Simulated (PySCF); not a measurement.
**Electron correlation in Se (selenium, neutral)**

[Ar] 3d10 4s2 4p3 5s1, high-spin 5S determinant (an excited configuration). Computed with PySCF 2.14 in x2c-QZVPPall with one added diffuse shell each of s, p, d, f type (12s9p6d5f1g, 113 functions), with the spin-free X2C one-electron Hamiltonian (Gaussian nucleus). Frozen: [Ar] 3d10; 6 electrons correlated.

MP2 pair energies summed by pair of shells (mhartree):

| pair | energy | share (%) |
| --- | --- | --- |
| 4s-4p | -53.49 | 57.2 |
| 4p-4p | -16.99 | 18.2 |
| 4s-4s | -10.15 | 10.8 |
| 4p-5s | -8.18 | 8.7 |
| 4s-5s | -4.76 | 5.1 |

Total MP2 correlation energy: -93.58 mhartree.

Same-spin part -29.27 and opposite-spin part -64.31 mhartree; SCS-MP2 scales them by 1/3 and 6/5 to -86.93 mhartree.
